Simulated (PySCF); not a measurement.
# Gas-phase XPS of malonyl chloride, computed

Compound: malonyl chloride, C₃H₂Cl₂O₂.
Z-matrix (Å and degrees, GFN2-xTB geometry), rows numbered from 1:
```
O 
C   1  1.1815
Cl  2  1.7564  1  121.46
C   2  1.5111  1  127.15  3  -179.63
C   4  1.5102  2  110.03  1   117.46
O   5  1.1815  4  127.26  2   111.21
Cl  5  1.7568  4  111.35  2   -68.11
H   4  1.0921  2  109.50  1  -123.71
H   4  1.0916  2  108.28  1    -2.76
```

The calculation used delta-SCF UKS SCAN, pcX-2 on the ionised atom, pcseg-1 elsewhere, spin-free X2C in PySCF 2.14.0. Vertical ΔSCF values, vacuum level as zero.

**Question.** What binding energy does each computed site have?

**Answer.** 
| atom(s) | environment | level | binding energy (eV) | 2p1/2 (eV) | above the level's lowest (eV) | count |
| --- | --- | --- | --- | --- | --- | --- |
| Cl3/Cl7 | chlorine bonded to C | Cl 1s | 2829.47 | – | 0.00 | 2 |
| O1/O6 | carbonyl oxygen | O 1s | 539.28 | – | 0.00 | 2 |
| C2/C5 | acyl halide carbon | C 1s | 295.69 | – | +2.88 | 2 |
| C4 | sp3 carbon next to a carbonyl | C 1s | 292.81 | – | 0.00 | 1 |
| Cl3/Cl7 | chlorine bonded to C | Cl 2p3/2 | 206.89 | 208.55 | 0.00 | 2 |

The listed C 1s values span 2.88 eV, from C4 (bonded to 2 C and 2 H) to C2/C5 (bonded to O (double bond), Cl and C). Summing the Pauling electronegativity differences to the bonded atoms, each weighted by its formal bond order, gives -0.70 for the lowest site and +2.39 for the highest.

**Question.** Which photon wavelength matches the C 1s of C4 threshold?

**Answer.** λ = hc/E = 12398.42 eV Å / 292.81 eV = 42.343 Å.

**Question.** Express the binding energy of C 1s of C4 in atomic units and per mole.

**Answer.** 292.81 eV = 10.7606 Eh = 28252 kJ/mol.

One atom of each set of topologically equivalent atoms was ionised and stands for the set; in this conformer not all members are related by symmetry, and their own values weren't computed. The 2p values aren't plain energy differences: one relaxed spin-free 2p hole is combined with a matrix within the shell (ground-state 2p orbital-energy differences and spin–orbit coupling). 2p3/2, the mean of its two sublevels, lies a third of the splitting below the shell's mean and 2p1/2 two thirds above it; the statistical areas are 2:1. 2p1/2 minus 2p3/2 (ligand field included): Cl 1.65 eV. Geometry: GFN2-xTB, one conformer, isolated molecule.
